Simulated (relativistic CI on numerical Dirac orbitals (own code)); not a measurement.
# V3+ in a cubic cluster: L2,3 absorption with charge transfer

Computed with a charge-transfer multiplet model of a cubic metal-ligand cluster with up to one ligand hole, Slater and spin-orbit integrals from Dirac-Coulomb-Breit ions, Slater integrals scaled by 0.7. The parameters are those of a tetrahedral site (10Dq negative, t2 hopping the larger). The ground state mixes d2 with configurations of k ligand holes L, whose averages lie at kΔ + k(k − 1)U_dd/2; a core hole lowers each added d electron by U_cd. 300 K, Lorentzian 0.4 eV and Gaussian 0.3 eV FWHM.

Atomic integrals in eV (Slater integrals scaled, ζ unscaled), ground: F2dd 7.050, F4dd 4.418, zeta_d 0.024; with the core hole: F2dd 7.631, F4dd 4.784, zeta_d 0.036, zeta_core 4.610, F2cd 4.267, G1cd 3.142, G3cd 1.783.

Cluster parameters (eV): U_dd = 4.7, U_cd = 5.6, 10Dq = -0.3, 10Dq(ligand) = 0, V(eg) = 0.68, V(t2g) = -1.15, final-state hopping factor = 1.

```json
{"Case": "Δ = 3.3 eV", "n_d": "2.27", "d2": "0.73", "d3L": "0.27", "S": "1.00"}
{"Case": "Δ = 4.3 eV", "n_d": "2.21", "d2": "0.79", "d3L": "0.21", "S": "1.00"}
{"Case": "Δ = 5.3 eV", "n_d": "2.17", "d2": "0.83", "d3L": "0.17", "S": "1.00"}
```

Weights, n_d and S are thermal averages at 300 K. Photon energies count from the first peak over 30 % of the highest in each spectrum, which can be another peak from case to case. The parameters are a model scan and need not match a compound or its usual spin state. Peaks in eV (height, largest 100):
- Δ = 3.3 eV: -2.1 (7), 0.0 (100), 1.6 (31), 5.4 (25), 6.2 (36), 7.6 (52)
- Δ = 4.3 eV: -2.2 (7), 0.0 (100), 1.6 (31), 5.1 (24), 6.0 (36), 7.5 (52)
- Δ = 5.3 eV: -2.2 (7), 0.0 (100), 1.1 (29), 1.7 (31), 3.3 (6), 4.9 (24), 6.1 (34), 7.5 (51)

For the case Δ = 3.3 eV, Δ = 3.3 eV is smaller than U_dd = 4.7 eV, the charge-transfer side of the Zaanen-Sawatzky-Allen scheme. With the core hole the configuration with one ligand hole lies at Δ + U_dd − U_cd = 2.4, 3.4, 4.4 eV from the one without, in the order of the table; where this is negative the screened configuration lies lower, though the effective hopping of about 2.9 eV (from the holes of the mixed ground state) mixes the two strongly wherever it is as large as the gap.

With at most 1 ligand hole the space is cut while the next configuration still counts, so covalency is underestimated, and a final configuration with one more ligand hole, which can lie low, is missing from the spectra.
